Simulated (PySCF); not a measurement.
## Vibration and rotation of CeSi

PBE constants of CeSi, quintet, about 1.4 electrons in the 4f shell (Mulliken), real f orbitals that mix terms (Ce x2c-SVPall, Si x2c-SVPall; spin-free X2C with a Gaussian nucleus (PySCF 2.14); masses 139.9054 and 27.9769 u):

* ωe: 336.8 cm⁻¹
* ωexe: 0.977 cm⁻¹
* Be: 0.11005 cm⁻¹
* αe: 0.000425 cm⁻¹
* D (centrifugal): 4.7e-08 cm⁻¹
* De to Ce (4f1 5d1 6s2) + Si: 3.32 eV

Problem. Give the vibrational terms G(v) and spacings up to v = 6.

Solution. G(v) = ωe(v+½) − ωexe(v+½)².

```
v  G(v) (cm⁻¹)  G(v) − G(v−1)  Bv (cm⁻¹)
0        168.2                    0.1098
1        503.0          334.8     0.1094
2        835.9          332.9     0.1090
3       1166.8          330.9     0.1086
4       1495.8          329.0     0.1081
5       1822.8          327.0     0.1077
6       2147.9          325.1     0.1073
```

Problem. How well does the Morse estimate ωe²/(4ωexe) reproduce De, and what is D0?

Solution. It gives 3.60 eV, 108 % of the computed De. D0 = De − G(0) = 3.32 − 0.02 = 3.30 eV.

These are scalar-relativistic numbers at best; spin–orbit coupling would shift them, the dissociation energy most. With d or f electrons several states lie close, and the lowest PBE0 determinant need not be the measured ground state.
